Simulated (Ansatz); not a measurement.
Ansatz (a program for electronic structure) input (BLYP/6-31G* with LANL2DZ past Ar): The .json file joins the Basis Set Exchange's 6-31G* for atoms up to Ar and LANL2DZ past it.

Ansatz 0.2 input:
```yaml
crystal:
  periodic: [false, false, false]
  atoms:
    - {symbol: Zn, position_ang: [-0.00000000, -0.00000000, -0.39802834]}
    - {symbol: F, position_ang: [0.00000000, 0.00000000, 1.32676115]}
basis:
  gaussian:
    orbitals: 6-31Gs+LANL2DZ.json
hamiltonian:
  xc: {name: BLYP}
total_charge: 1
output: {forces: true}
```

**Question.** Predict the final energy.

**Answer.** -165.41573 Eh.
